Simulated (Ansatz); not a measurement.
Ansatz (a quantum-chemistry and plane-wave program) job for Cd(Me)(SMe) (C2H6CdS), SMILES C[S][Cd][CH3], r2SCAN-D4/def2-SVP. 

Ansatz 0.2 input:
```yaml
crystal:
  periodic: [false, false, false]
  atoms:
    - {symbol: Cd, position_ang: [-0.37519632, 0.09712490, 0.60621224]}
    - {symbol: C, position_ang: [-1.66210309, 1.70027058, -0.16154310]}
    - {symbol: H, position_ang: [-2.46420418, 1.97992539, 0.51298133]}
    - {symbol: H, position_ang: [-2.08876632, 1.35195365, -1.10302899]}
    - {symbol: H, position_ang: [-1.03346304, 2.57109009, -0.34958056]}
    - {symbol: S, position_ang: [1.48322419, -1.11211026, -0.46038385]}
    - {symbol: C, position_ang: [1.11143068, -0.37500684, -2.09483460]}
    - {symbol: H, position_ang: [0.19827167, -0.81349050, -2.50001470]}
    - {symbol: H, position_ang: [1.94769461, -0.62118839, -2.74270486]}
    - {symbol: H, position_ang: [1.02233824, 0.71189613, -2.01143199]}
basis:
  gaussian:
    orbitals: def2-SVP
hamiltonian:
  xc: r2scan
  dispersion: d4
relax: {f_tol: 0.002, max_steps: 200}
```

Log of the run:

```
WARN ansatz: RAYON_NUM_THREADS=1 ignored (pool sized by the plan → 1); use --threads N
Functional definition: r2SCAN
integrals: 0.06 GiB planned
1177 factors; their error is unknown
mean field: 0.31 GiB planned
mean field evaluation 1: about -17552.9160 eV, gradient 6.9e1 eV
mean field evaluation 2: about -17524.3492 eV, gradient 1.1e2 eV
mean field evaluation 4: about -17565.4475 eV, gradient 9.1e0 eV
mean field evaluation 8: about -17565.7093 eV, gradient 2.4e-1 eV
mean field evaluation 16: about -17565.6667 eV, gradient 2.6e-4 eV
mean field -17565.66669614 eV, -645.5263446467 hartree, gradient 2.2e-5 eV, S^2 0.000000; 0 other end points of the search recorded, 0 dependent functions left out
the calculation of the forces begins
reference -17565.66670881 eV, -645.5263451123 hartree; 27, 27 occupied and 80, 80 virtual orbitals, 1177 factors
relax step   1: F+E_penalty+E_count = -17565.71799120 eV  Δ(F+E_penalty+E_count) = +0.000e0 eV  max|allowed force component| = 1.173e0 eV/Å  Δτ_max = 0.0000 Å  (30 SCF iters, accepted)
these checks for a lower state are left out or cut short: starts, cluster_reference, orbital_swaps, neighbouring_geometries, increment
integrals: 0.06 GiB planned
1177 factors; their error is unknown
mean field: 0.32 GiB planned
mean field -17565.86720776 eV, -645.5337133127 hartree, gradient 1.5e-5 eV, S^2 0.000000; 0 other end points of the search recorded, 0 dependent functions left out
the calculation of the forces begins
reference -17565.86722043 eV, -645.5337137783 hartree; 27, 27 occupied and 80, 80 virtual orbitals, 1177 factors
relax step   2: F+E_penalty+E_count = -17565.91856321 eV  Δ(F+E_penalty+E_count) = -2.006e-1 eV  max|allowed force component| = 3.735e-1 eV/Å  Δτ_max = 0.1947 Å  (30 SCF iters, accepted)
these checks for a lower state are left out or cut short: starts, cluster_reference, orbital_swaps, neighbouring_geometries, increment
integrals: 0.06 GiB planned
1177 factors; their error is unknown
mean field: 0.31 GiB planned
mean field evaluation 32: about -17566.0048 eV, gradient 1.6e-5 eV
mean field -17566.00479894 eV, -645.5387696952 hartree, gradient 1.6e-5 eV, S^2 0.000000; 0 other end points of the search recorded, 0 dependent functions left out
the calculation of the forces begins
reference -17566.00481180 eV, -645.5387701680 hartree; 27, 27 occupied and 80, 80 virtual orbitals, 1177 factors
relax step   3: F+E_penalty+E_count = -17566.05500113 eV  Δ(F+E_penalty+E_count) = -1.364e-1 eV  max|allowed force component| = 2.424e-1 eV/Å  Δτ_max = 0.1934 Å  (29 SCF iters, accepted)
these checks for a lower state are left out or cut short: starts, cluster_reference, orbital_swaps, neighbouring_geometries, increment
integrals: 0.06 GiB planned
1177 factors; their error is unknown
mean field: 0.31 GiB planned
mean field -17566.10228790 eV, -645.5423523487 hartree, gradient 1.1e-5 eV, S^2 0.000000; 0 other end points of the search recorded, 0 dependent functions left out
the calculation of the forces begins
reference -17566.10230095 eV, -645.5423528282 hartree; 27, 27 occupied and 80, 80 virtual orbitals, 1177 factors
relax step   4: F+E_penalty+E_count = -17566.15139877 eV  Δ(F+E_penalty+E_count) = -9.640e-2 eV  max|allowed force component| = 3.451e-1 eV/Å  Δτ_max = 0.1942 Å  (28 SCF iters, accepted)
these checks for a lower state are left out or cut short: starts, cluster_reference, orbital_swaps, neighbouring_geometries, increment
integrals: 0.06 GiB planned
1177 factors; their error is unknown
mean field: 0.31 GiB planned
mean field -17566.18367884 eV, -645.5453434104 hartree, gradient 1.4e-5 eV, S^2 0.000000; 0 other end points of the search recorded, 0 dependent functions left out
the calculation of the forces begins
reference -17566.18369213 eV, -645.5453438987 hartree; 27, 27 occupied and 80, 80 virtual orbitals, 1177 factors
relax step   5: F+E_penalty+E_count = -17566.23172092 eV  Δ(F+E_penalty+E_count) = -8.032e-2 eV  max|allowed force component| = 3.515e-1 eV/Å  Δτ_max = 0.1959 Å  (29 SCF iters, accepted)
these checks for a lower state are left out or cut short: starts, cluster_reference, orbital_swaps, neighbouring_geometries, increment
integrals: 0.05 GiB planned
1177 factors; their error is unknown
mean field: 0.30 GiB planned
mean field -17566.23872725 eV, -645.5473664020 hartree, gradient 1.1e-5 eV, S^2 0.000000; 0 other end points of the search recorded, 0 dependent functions left out
the calculation of the forces begins
reference -17566.23874068 eV, -645.5473668957 hartree; 27, 27 occupied and 80, 80 virtual orbitals, 1177 factors
relax step   6: F+E_penalty+E_count = -17566.28588867 eV  Δ(F+E_penalty+E_count) = -5.417e-2 eV  max|allowed force component| = 3.973e-1 eV/Å  Δτ_max = 0.1908 Å  (29 SCF iters, accepted)
these checks for a lower state are left out or cut short: starts, cluster_reference, orbital_swaps, neighbouring_geometries, increment
integrals: 0.05 GiB planned
1177 factors; their error is unknown
mean field: 0.30 GiB planned
mean field -17566.27429043 eV, -645.5486733249 hartree, gradient 1.6e-5 eV, S^2 0.000000; 0 other end points of the search recorded, 0 dependent functions left out
the calculation of the forces begins
reference -17566.27430392 eV, -645.5486738206 hartree; 27, 27 occupied and 80, 80 virtual orbitals, 1177 factors
relax step   7: F+E_penalty+E_count = -17566.32073438 eV  Δ(F+E_penalty+E_count) = -3.485e-2 eV  max|allowed force component| = 2.105e-1 eV/Å  Δτ_max = 0.2000 Å  (29 SCF iters, accepted)
these checks for a lower state are left out or cut short: starts, cluster_reference, orbital_swaps, neighbouring_geometries, increment
integrals: 0.05 GiB planned
1177 factors; their error is unknown
mean field: 0.30 GiB planned
mean field evaluation 64: about -17566.2844 eV, gradient 1.6e-1 eV
mean field -17566.28442525 eV, -645.5490457727 hartree, gradient 2.1e-5 eV, S^2 0.000000; 0 other end points of the search recorded, 0 dependent functions left out
the calculation of the forces begins
reference -17566.28443871 eV, -645.5490462675 hartree; 27, 27 occupied and 80, 80 virtual orbitals, 1177 factors
relax step   8: F+E_penalty+E_count = -17566.33070855 eV  Δ(F+E_penalty+E_count) = -9.974e-3 eV  max|allowed force component| = 9.244e-2 eV/Å  Δτ_max = 0.0923 Å  (30 SCF iters, accepted)
these checks for a lower state are left out or cut short: starts, cluster_reference, orbital_swaps, neighbouring_geometries, increment
integrals: 0.05 GiB planned
1177 factors; their error is unknown
mean field: 0.30 GiB planned
mean field -17566.28665362 eV, -645.5491276637 hartree, gradient 2.1e-5 eV, S^2 0.000000; 0 other end points of the search recorded, 0 dependent functions left out
the calculation of the forces begins
reference -17566.28666709 eV, -645.5491281588 hartree; 27, 27 occupied and 80, 80 virtual orbitals, 1177 factors
relax step   9: F+E_penalty+E_count = -17566.33280437 eV  Δ(F+E_penalty+E_count) = -2.096e-3 eV  max|allowed force component| = 1.879e-2 eV/Å  Δτ_max = 0.0586 Å  (30 SCF iters, accepted)
these checks for a lower state are left out or cut short: starts, cluster_reference, orbital_swaps, neighbouring_geometries, increment
integrals: 0.05 GiB planned
1177 factors; their error is unknown
mean field: 0.30 GiB planned
mean field -17566.28720011 eV, -645.5491477469 hartree, gradient 2.0e-5 eV, S^2 0.000000; 0 other end points of the search recorded, 0 dependent functions left out
the calculation of the forces begins
reference -17566.28721359 eV, -645.5491482423 hartree; 27, 27 occupied and 80, 80 virtual orbitals, 1177 factors
relax step  10: F+E_penalty+E_count = -17566.33326059 eV  Δ(F+E_penalty+E_count) = -4.562e-4 eV  max|allowed force component| = 2.912e-2 eV/Å  Δτ_max = 0.0551 Å  (29 SCF iters, accepted)
these checks for a lower state are left out or cut short: starts, cluster_reference, orbital_swaps, neighbouring_geometries, increment
integrals: 0.05 GiB planned
1177 factors; their error is unknown
mean field: 0.30 GiB planned
mean field -17566.28727249 eV, -645.5491504067 hartree, gradient 2.0e-5 eV, S^2 0.000000; 0 other end points of the search recorded, 0 dependent functions left out
the calculation of the forces begins
reference -17566.28728597 eV, -645.5491509021 hartree; 27, 27 occupied and 80, 80 virtual orbitals, 1177 factors
relax step  11: F+E_penalty+E_count = -17566.33333820 eV  Δ(F+E_penalty+E_count) = -7.761e-5 eV  max|allowed force component| = 7.270e-3 eV/Å  Δτ_max = 0.0089 Å  (32 SCF iters, accepted)
these checks for a lower state are left out or cut short: starts, cluster_reference, orbital_swaps, neighbouring_geometries, increment
integrals: 0.05 GiB planned
1177 factors; their error is unknown
mean field: 0.30 GiB planned
mean field evaluation 96: about -17566.2873 eV, gradient 2.0e-5 eV
mean field -17566.28730375 eV, -645.5491515556 hartree, gradient 2.0e-5 eV, S^2 0.000000; 0 other end points of the search recorded, 0 dependent functions left out
the calculation of the forces begins
reference -17566.28731723 eV, -645.5491520511 hartree; 27, 27 occupied and 80, 80 virtual orbitals, 1177 factors
relax step  12: F+E_penalty+E_count = -17566.33337627 eV  Δ(F+E_penalty+E_count) = -3.806e-5 eV  max|allowed force component| = 5.467e-3 eV/Å  Δτ_max = 0.0132 Å  (31 SCF iters, accepted)
these checks for a lower state are left out or cut short: starts, cluster_reference, orbital_swaps, neighbouring_geometries, increment
integrals: 0.05 GiB planned
1177 factors; their error is unknown
mean field: 0.30 GiB planned
mean field -17566.28730927 eV, -645.5491517586 hartree, gradient 2.0e-5 eV, S^2 0.000000; 0 other end points of the search recorded, 0 dependent functions left out
the calculation of the forces begins
reference -17566.28732276 eV, -645.5491522542 hartree; 27, 27 occupied and 80, 80 virtual orbitals, 1177 factors
relax step  13: F+E_penalty+E_count = -17566.33338451 eV  Δ(F+E_penalty+E_count) = -8.241e-6 eV  max|allowed force component| = 1.914e-3 eV/Å  Δτ_max = 0.0087 Å  (31 SCF iters, accepted)
integrals: 0.05 GiB planned
1177 factors; their error is unknown
mean field: 0.30 GiB planned
mean field -17566.28730927 eV, -645.5491517586 hartree, gradient 2.0e-5 eV, S^2 0.000000; 1 other end points of the search recorded, 0 dependent functions left out
the calculation of the forces begins
reference -17566.28732276 eV, -645.5491522542 hartree; 27, 27 occupied and 80, 80 virtual orbitals, 1177 factors
Total energy: -17566.33339799 eV, -645.5508454877 hartree
Atom 0 at    -0.496018     0.649707    -0.185455 Å, force     0.001914    -0.000009    -0.000823 eV/Å
Atom 1 at    -2.089270     1.982295     0.165358 Å, force    -0.001434    -0.000284    -0.000370 eV/Å
Atom 2 at    -2.541858     1.777042     1.147530 Å, force    -0.000595     0.000199     0.000696 eV/Å
Atom 3 at    -2.862659     1.863586    -0.608539 Å, force    -0.000075     0.000020     0.000028 eV/Å
Atom 4 at    -1.730145     3.022287     0.152185 Å, force     0.000989    -0.000216     0.000032 eV/Å
Atom 5 at     1.289829    -0.855854    -0.521756 Å, force    -0.000732     0.000336     0.000563 eV/Å
Atom 6 at     1.578828    -0.738791    -2.332740 Å, force     0.000556    -0.001598     0.000490 eV/Å
Atom 7 at     0.703605    -1.058136    -2.917105 Å, force     0.000883     0.000855     0.000116 eV/Å
Atom 8 at     2.408078    -1.424223    -2.560325 Å, force    -0.000699     0.000040    -0.000239 eV/Å
Atom 9 at     1.878835     0.272551    -2.643484 Å, force    -0.000807     0.000657    -0.000494 eV/Å
Dipole moment:    -0.248469     0.263173    -0.216691 e Å
```

The run converged.
